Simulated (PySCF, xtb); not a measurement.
C4H6ClF, SMILES C(=C(\CC)F)/Cl.

xtb with GFN2-xTB at its own geometry gives an orbital gap of 4.53 eV and a dipole moment of 3.02 D.

The structure is a stationary point at B3LYP-D3(BJ)/def2-SVP. The structure was generated by enumeration; whether it is a known compound was not checked. One conformer was computed; it need not be the lowest.

**Question.** What does PBE/def2-TZVP run with PySCF give? (Estimate from the structure and the level; the computed values follow.)

**Answer.** gap 4.97 eV (levels -5.85 and -0.88 eV), dipole 2.56 D.
